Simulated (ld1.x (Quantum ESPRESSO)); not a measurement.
# Rb: one change to a TM semilocal potential, before and after

rubidium, norm-conserving Troullier–Martins (semilocal form), made with ld1.x (Quantum ESPRESSO) 7.5 (LDA (PZ), scalar-relativistic). Core [Ar] 3d10, reference 4s2 4p6 4d1 5s0 5p0. Waves: 4p (bound): rc 1.95 bohr; 4d (bound): rc 4.20 bohr; 4s (bound): rc 2.50 bohr. Local part: the s channel. Core correction: none.

All-electron outer shells of the reference configuration (LDA (PZ), scalar-relativistic, ld1.x):

| shell | level (eV) | outermost node (bohr) | outermost maximum (bohr) |
| --- | --- | --- | --- |
| 3p | -225.68 | 0.19 | 0.44 |
| 3d | -105.37 | – | 0.39 |
| 4s | -33.08 | 0.62 | 1.25 |
| 4p | -17.14 | 0.64 | 1.42 |
| 5s | -2.95 | 1.78 | 4.06 |
| 5p | -1.32 | 2.19 | 6.21 |
| 4d | -0.63 | 0.70 | 5.76 |

Change: wave 4d (bound): rc 4.20 bohr becomes 4d (bound): rc 3.28 bohr.

Cutoffs: the cutoffs (Ry, on a coarse ladder) from which the occupation-weighted sum of valence levels, in a spherical-Bessel basis at the reference potential, stays within 10 and 1 mRy of its value at 400 Ry; they do not see the model core or the augmentation charge, which bear on the density cutoff. Errors are all-electron minus pseudo energies relative to the spin-unpolarised reference configuration.

**Question.** What does the change do?

**Answer.** The potential gets neither clearly harder nor softer (25 Ry and 35 Ry → 25 Ry and 35 Ry); of the 9 tests that both files solve, the error grows in 0 and shrinks in 3 by more than 15 % and 0.3 meV (median size 295.3 → 295.7 meV); neither file shows a bound ghost. Less of the atom is replaced, so other configurations are described better. A semilocal file is local in each channel, so a ghost entry of none says nothing of the separable form that plane-wave codes build from it.

| quantity | base | changed |
| --- | --- | --- |
| cutoff, loose | 25 Ry | 25 Ry |
| cutoff, tight | 35 Ry | 35 Ry |
| bound ghosts | none | none |
| error for 4s2 4p6 4d0 5s1 5p0, meV [ΔE -2.32 eV] | +436 | +438 |
| error for 4s2 4p6 4d0 5s0 5p0, meV [ΔE 1.96 eV] | +7.2 | +5.5 |
| error for 4s2 4p6 4d0 5s0.5 5p0, meV [ΔE -0.66 eV] | +295 | +296 |
| error for 4s1 4p6 4d0 5s1 5p0, meV [ΔE 35.52 eV] | +1244 | +1222 |
| error for 4s2 4p6 4d0 5s0 5p1, meV [ΔE -0.70 eV] | +7.0 | +5.8 |
| error for 4s2 4p5 4d0 5s1 5p0, meV [ΔE 18.92 eV] | +1228 | +1211 |
| error for 4s2 4p6 4d0.5 5s0.5 5p0, meV [ΔE -1.16 eV] | +247 | +248 |
| error for 4s2 4p6 4d1 5s0 5p0 (spin-polarised), meV [ΔE -0.06 eV] | +0.4 | -0.1 |
| error for 4s2 4p6 4d0 5s1 5p0 (spin-polarised), meV [ΔE -2.44 eV] | +438 | +440 |
